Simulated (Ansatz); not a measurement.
One change: `C=CC(=C)[TeH]` becomes `C=CC(=C)C`.

Ansatz, PBE0-D4/def2-TZVP geometries, multiplicity 1. Each molecule was computed in one conformer, which needn't be the lowest.

Elements past krypton have def2 core potentials.

```json
{"property": "HOMO energy (PBE/def2-TZVPP) / eV", "`C=CC(=C)[TeH]`": "-5.18"}
{"property": "size of the dipole moment (PBE/def2-TZVPP) / D", "`C=CC(=C)[TeH]`": "0.87"}
{"property": "HOMO–LUMO gap (B3LYP/def2-TZVPP) / eV", "`C=CC(=C)[TeH]`": "4.57"}
{"property": "LUMO energy (ωB97M-V/def2-TZVPP) / eV", "`C=CC(=C)[TeH]`": "0.83"}
{"property": "HOMO–LUMO gap (ωB97M-V/def2-TZVPP) / eV", "`C=CC(=C)[TeH]`": "9.10"}
{"property": "HOMO–LUMO gap (PBE/def2-TZVPP) / eV", "`C=CC(=C)[TeH]`": "3.04"}
```

Task: Give the same properties after the change, and the shifts. (Estimate.)

Result: Ansatz gave: 
| property | `C=CC(=C)C` | shift |
| --- | --- | --- |
| HOMO energy (PBE/def2-TZVPP) / eV | -5.74 | -0.56 |
| size of the dipole moment (PBE/def2-TZVPP) / D | 0.29 | -0.58 |
| HOMO–LUMO gap (B3LYP/def2-TZVPP) / eV | 5.53 | 0.96 |
| LUMO energy (ωB97M-V/def2-TZVPP) / eV | 1.27 | 0.44 |
| HOMO–LUMO gap (ωB97M-V/def2-TZVPP) / eV | 10.09 | 0.99 |
| HOMO–LUMO gap (PBE/def2-TZVPP) / eV | 4.02 | 0.98 |

With PBE0 the HOMO falls by 0.54 eV and the LUMO rises by 0.44 eV, so the gap widens by about 0.98 eV. PBE moves the HOMO by -0.56 eV and ωB97M-V by -0.55 eV. Dipoles are sizes alone; their direction can turn.

B3LYP here is the variant with VWN-RPA as its local correlation; programs differ in this.

Spin–orbit coupling is left out; it splits and shifts lone-pair levels of the heavy atoms by tenths of an eV.
